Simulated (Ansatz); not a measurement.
Reaction (cleavage of the Si–Sn bond): `[CH3][SnH2][SiH2]O` + `O[Si](F)(Cl)Cl` → `O[SiH2]O[Si](F)(Cl)Cl` + `[CH3][SnH3]`

Program: Ansatz. Geometries: PBE0-D4/def2-TZVP. ΔE: electronic, gas phase. CCSD(T)/CBS adds triple-zeta CCSD(T) − MP2 to the extrapolated MP2 energy (def2 sets, frozen cores). Functionals use def2-TZVPP. Elements past krypton have def2 core potentials. For Sn outer-core shells are correlated without core-valence functions, which leaves a few kJ/mol of doubt a bond. One conformer a species, not always the lowest.

| level | ΔE (kJ/mol) |
| --- | --- |
| r2SCAN | -111.3 |
| CCSD(T)/def2-TZVPP | -119.9 |

(1) What does CCSD(T)/CBS give? (Estimate.)

Largest T1 diagnostic among the species: 0.012.

Results:

(1) Ansatz gave: -113.9 kJ/mol. The listed levels differ from it by 2.6, -6.0 kJ/mol.

The D4 term adds −3.7 kJ/mol with B3LYP and −2.2 kJ/mol with PBE0; it sums over pairs of atoms, weighted by their polarisabilities, and B3LYP, whose exchange is more repulsive, gets the larger term. From PBE to PBE0 (25 % exact exchange), in def2-TZVPP and without D4, ΔE moves by −9.6 kJ/mol.

B3LYP here is the variant with VWN-RPA as its local correlation; programs differ in this.
